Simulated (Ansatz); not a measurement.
A search over several starts for the lowest SCF solution of the cluster Al₅H⁺ at the given spin, in a small basis.

```yaml
crystal:
  periodic: [false, false, false]
  atoms:
    - {symbol: Al, position_ang: [-1.470034, 1.316647, -0.375141]}
    - {symbol: Al, position_ang: [-0.146684, 1.856089, 1.760552]}
    - {symbol: Al, position_ang: [1.124388, 0.673160, -0.066529]}
    - {symbol: Al, position_ang: [0.954684, -1.798368, 0.536513]}
    - {symbol: Al, position_ang: [-1.173370, -1.233701, -0.749955]}
    - {symbol: H, position_ang: [0.711025, -0.813827, -1.105439]}
basis:
  gaussian: {orbitals: def2-SVP}
total_charge: 1
magnetization: {spin_polarized: true, initial_magnetization: 1}
hamiltonian: {xc: pbe0, dispersion: d4}
output: {orbitals: {seedname: orbitals}}
```

```sh
$ ansatz run in.yaml --threads 2 --pin off --events-out ev --progress --plain --max-ram 4352MiB
```

Output, abridged:

```
Functional definition: PBE0
842 factors; integrals over basis functions are off by at most 1.3e-3 eV
mean field evaluation 1: about -32961.2984 eV, gradient 2.2e1 eV
mean field evaluation 2: about -32955.3777 eV, gradient 3.1e1 eV
mean field evaluation 4: about -32965.9944 eV, gradient 4.2e0 eV
mean field evaluation 8: about -32966.2929 eV, gradient 5.1e-1 eV
mean field evaluation 16: about -32966.2985 eV, gradient 1.9e-2 eV
mean field evaluation 32: about -32966.2987 eV, gradient 1.6e-3 eV
mean field evaluation 64: about -32966.2852 eV, gradient 6.4e-1 eV
mean field -32966.29866791 eV, -1211.4891306861 hartree, gradient 5.6e-6 eV, S^2 0.780787; 7 other end points of the search recorded, 0 dependent functions left out
reference -32966.29869638 eV, -1211.4891317322 hartree; 33, 32 occupied and 62, 63 virtual orbitals, 842 factors
Total energy: -32966.51319640 eV, -1211.4970144627 hartree
```

Run time 13 s (2 threads of Intel Xeon Platinum 8375C on a shared host).

The structure comes from a short search, and lower isomers may exist.
